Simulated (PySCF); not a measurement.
How the method changes the constants of BeCl

State: ²Σ⁺ (doublet), unpaired electrons σ ↑. Set-up: PySCF, no relativity, basis sets Be 3-21G, Cl 3-21G. De refers to Be + Cl in their high-spin ground configurations, without counterpoise correction. The functionals are run spin-unrestricted. A positive dipole means Be(−)Cl(+).

| Level | Re (Å) | ωe (cm⁻¹) | De (eV) | μ (D) | CPU s a point (SCF and correlation, without the integrals) |
| --- | --- | --- | --- | --- | --- |
| UHF | 1.863 | 800 | 3.31 | -2.14 | 0.022 |
| UHF-MP2 | 1.864 | 794 | 3.42 | n/a | 0.031 |
| UHF-SCS-MP2 | 1.866 | 791 | 3.27 | n/a | n/a |
| UHF-CCSD | 1.866 | 788 | 2.93 | n/a | n/a |
| UHF-CCSD(T) | 1.867 | 786 | 2.97 | n/a | 0.21 |
| PBE | 1.854 | 789 | 4.13 | -1.36 | 0.16 |
| TPSS | 1.859 | 784 | 3.96 | -1.45 | 0.27 |
| r²SCAN | 1.856 | 792 | 4.23 | -1.61 | 0.23 |
| M06-L | 1.851 | 798 | 4.04 | -1.55 | 0.97 |
| PBE0 | 1.848 | 803 | 4.02 | -1.60 | 0.25 |
| M06 | 1.849 | 804 | 3.86 | -1.59 | 1.2 |
| CAM-B3LYP | 1.841 | 812 | 3.84 | -1.61 | 0.25 |

The bond length runs from 1.841 Å (CAM-B3LYP) to 1.867 Å (UHF-CCSD(T)). De spans 2.93 eV (UHF-CCSD, coupled cluster) to 4.23 eV (r²SCAN, meta-GGA). Correlation at CCSD(T) changes the Hartree–Fock bond energy by -0.34 eV; the triples alone change it by +0.04 eV.

Correlated steps freeze 5 core orbitals. Counting both spins, an empty level lies below a filled one in some of these solutions, because spin and occupation are held. 3-21G is very small, so such numbers show the basis as much as the molecule. The state was picked by a PBE0 search and need not be the measured ground state.

The whole job (state search and all levels along the bond) took about 0.77 min on 1 thread of AMD EPYC 7B13 (shared host), peak memory 0.32 GiB.
